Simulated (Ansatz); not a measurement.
Cost and result for the atomization energy of C₂H₁₀Si₃, SMILES `C[SiH2]C1[SiH2][SiH2]1` (15 atoms, 15 bonds).

```
atom   x (Å)   y (Å)   z (Å)
  C1  -0.739  -1.591  -1.187
 Si2  -0.679  -1.221   0.646
  C3   0.289   0.333   0.986
 Si4   2.082   0.398   0.156
 Si5   0.030   1.823  -0.032
  H6  -1.277  -0.815  -1.736
  H7   0.270  -1.666  -1.601
  H8  -1.248  -2.540  -1.365
  H9  -2.069  -1.094   1.176
 H10  -0.035  -2.359   1.362
 H11   0.330   0.580   2.048
 H12   2.534   1.599   0.986
 H13   1.375   1.628  -0.922
 H14  -0.956   1.777  -1.136
 H15   0.092   3.147   0.620
```

Charge 0, multiplicity 1. The structure was optimised at the PBE0-D4/def2-TZVP level. It is one conformer, not always the lowest. Program: Ansatz. All runs use 2 threads of an AMD EPYC 7R13 on a shared host and a share of an NVIDIA H100 80 GB. Times are those of one run each, without the atoms' runs, and a repeat can differ threefold. Electronic energies, without spin–orbit coupling; frozen cores. CCSD(T)/CBS adds CCSD(T) − MP2 in def2-TZVPP to the MP2 limit, and its time is that of the two runs behind it. T1 = 0.014. B3LYP takes the VWN-RPA correlation (the form of Gaussian; ORCA's B3LYP/G).

CCSD(T)/CBS is a level of theory with its own doubt, some kJ/mol a heavy atom from the limit and from the frozen cores, so smaller differences don't rank the functionals.

```json
{"level": "PBE0-D4/def2-TZVPP", "functions": "328", "wall time": "2.2 s", "atomization (kJ/mol)": "4988.7", "difference from CCSD(T)/CBS": "-15.2", "per bond": "-1.0"}
{"level": "r2SCAN-D4/def2-TZVPP (with forces)", "functions": "328", "wall time": "2.6 s", "atomization (kJ/mol)": "5009.8", "difference from CCSD(T)/CBS": "5.9", "per bond": "0.4"}
{"level": "PBE-D4/def2-TZVPP (with forces)", "functions": "328", "wall time": "3.4 s", "atomization (kJ/mol)": "5014.2", "difference from CCSD(T)/CBS": "10.3", "per bond": "0.7"}
{"level": "B3LYP-D4/def2-TZVPP (with forces)", "functions": "328", "wall time": "3.8 s", "atomization (kJ/mol)": "4995.7", "difference from CCSD(T)/CBS": "-8.2", "per bond": "-0.5"}
{"level": "ωB97X-V/def2-TZVPP", "functions": "328", "wall time": "3.9 s", "atomization (kJ/mol)": "5027.5", "difference from CCSD(T)/CBS": "23.6", "per bond": "1.6"}
{"level": "B2PLYP/def2-TZVPP", "functions": "328", "wall time": "4 s", "atomization (kJ/mol)": "4923.6", "difference from CCSD(T)/CBS": "-80.3", "per bond": "-5.4"}
{"level": "MP2/def2-QZVPP", "functions": "624", "wall time": "5.5 s", "atomization (kJ/mol)": "4954.9", "difference from CCSD(T)/CBS": "-49.0", "per bond": "-3.3"}
{"level": "ωB97M-V/def2-TZVPP (with forces)", "functions": "328", "wall time": "6 s", "atomization (kJ/mol)": "5021.0", "difference from CCSD(T)/CBS": "17.1", "per bond": "1.1"}
{"level": "CCSD(T)/def2-TZVPP", "functions": "328", "wall time": "9.5 s", "atomization (kJ/mol)": "4882.7", "difference from CCSD(T)/CBS": "-121.2", "per bond": "-8.1"}
{"level": "CCSD(T)/CBS(def2)", "functions": "–", "wall time": "15 s", "atomization (kJ/mol)": "5003.9", "difference from CCSD(T)/CBS": "0.0", "per bond": "0.0"}
```

From PBE to PBE0 (25 % exact exchange), in def2-TZVPP and without D4, the atomization energy moves by −19.4 kJ/mol: exact exchange takes away binding that semilocal exchange gives to molecules. The D4 term adds +69.3 kJ/mol with B3LYP and +36.7 kJ/mol with PBE0; it sums over pairs of atoms, weighted by their polarisabilities, and B3LYP, whose exchange is more repulsive, gets the larger term. In def2-TZVPP, CCSD(T) changes the Hartree–Fock value by +1125.0 kJ/mol (the triples alone add +59.0 kJ/mol) and MP2 by +1125.3 kJ/mol; breaking electron pairs costs correlation energy, which Hartree–Fock lacks.
